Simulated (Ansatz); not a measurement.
```yaml
crystal:
  periodic: [false, false, false]
  atoms:
    - {symbol: C, position_ang: [-0.064442, 0.440211, 2.262230]}
    - {symbol: C, position_ang: [0.387087, -0.233977, 1.293971]}
    - {symbol: S, position_ang: [1.070951, -1.226354, 0.005401]}
    - {symbol: Ga, position_ang: [0.002909, -0.300000, -1.831775]}
    - {symbol: F, position_ang: [-1.150377, 1.078908, -1.478937]}
    - {symbol: H, position_ang: [-0.471293, 1.043694, 3.110030]}
    - {symbol: H, position_ang: [0.225155, -0.802493, -3.360932]}
basis:
  gaussian: {orbitals: cc-pVDZ, nuclear_model: gaussian}
magnetization: {spin_polarized: true, initial_magnetization: 1}
hamiltonian: {xc: {name: PBEsol}, dispersion: d3bjatm}
scf: {lower_state_search: full}
```

```sh
$ ansatz run in.yaml --threads 4 --pin off --events-out ev --progress --plain --max-ram 10444MiB
```

Shortened log:

```
Error: a molecule whose nuclei and cores have a total charge of 70 cannot have a net charge of 0 together with 1 unpaired electrons
```

Task: What is wrong with this run?

Result: The number of unpaired electrons doesn't fit the electron count. The input was rejected before any iteration.
